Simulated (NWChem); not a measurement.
Molecule: CH7FN2Si; SMILES CN[Si@H](N)F

```xyz
12

C      0.1297     2.3798    -0.0650
N     -0.3570     1.0794     0.3791
Si     0.0386    -0.4325    -0.3107
N     -1.2072    -1.5287     0.1343
F      1.3887    -1.1492     0.2333
H      0.4953     2.2946    -1.0934
H     -0.6729     3.1289    -0.0618
H      0.9559     2.7623     0.5516
H     -0.7396     1.0784     1.3181
H      0.3051    -0.1605    -1.7457
H     -1.0350    -2.5259     0.1387
H     -2.1760    -1.3145    -0.0623
```
Atoms are numbered in this order, from 1.

Program: NWChem. Pople sets run with spherical d functions. Structure relaxed at the B3LYP/6-31G* (spherical d) level. Ions are spin-unrestricted doublets at the neutral geometry; other ion states weren't tried.

```
level             vertical ionisation energy, ΔSCF (eV)  −ε(HOMO) (eV)  ΔSCF minus −ε(HOMO) (eV)
----------------  -------------------------------------  -------------  ------------------------
B3LYP/6-31G*                                       9.01           6.55                      2.46
PBE/6-31G*                                         8.65           5.36                      3.29
LRC-wPBEh/6-31G*                                   9.22           8.73                      0.49
M06-2X/6-31G*                                      9.42           8.24                      1.18
BHandHLYP/6-31G*                                    [?]            [?]                       [?]
```

### Question
What belongs in the gaps?

### Answer

- BHandHLYP/6-31G*, vertical ionisation energy, ΔSCF (eV): 9.12
- BHandHLYP/6-31G*, −ε(HOMO) (eV): 8.20
- BHandHLYP/6-31G*, ΔSCF minus −ε(HOMO) (eV): 0.92
